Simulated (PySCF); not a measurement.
A GIAO shielding run with PySCF 2.14.0 with density-fitted response routines (density fitting, non-relativistic, gas phase) on `CC[Si@H](Cl)/C(F)=C/[SiH3]`, C4H10ClFSi2:

```
$ OMP_NUM_THREADS=1 python probes_run.py task.json out

{"job": {"kind": "nmr", "xc": "PBE0", "basis": "pcSseg-1"}, "charge": 0, "multiplicity": 1}
C     -3.238802    -0.237214    -0.031284
C     -1.731612    -0.223028     0.207969
Si    -0.774670     0.621795    -1.203161
Cl    -1.169770    -0.331219    -2.942089
C      1.093541     0.509172    -0.870130
F      1.817949     1.322880    -1.694437
C      1.763396    -0.229025     0.006200
Si     3.646355    -0.222080     0.152249
H     -3.625677     0.776301    -0.105787
H     -3.474054    -0.759060    -0.955800
H     -3.753491    -0.740605     0.785051
H     -1.526519     0.284680     1.151133
H     -1.388927    -1.252664     0.329584
H     -1.133467     2.033292    -1.349751
H      1.172059    -0.860580     0.650729
H      3.991091    -1.036427     1.320940
H      4.217220    -0.803614    -1.063232
H      4.106619     1.153713     0.335398
```

Hardware: 1 thread of an Intel Xeon, shared host. The job also computes population analyses, field gradients.

(1) How large is the calculation?

(2) How long does it take, and how much memory does it need?

## Answers

(1) 88 electrons, 207 basis functions and 1144 auxiliary functions.

(2) 100 s of wall time, with 14 SCF cycles and 5 response iterations; peak memory 0.93 GiB. Times on a shared host scatter by some tens of per cent.
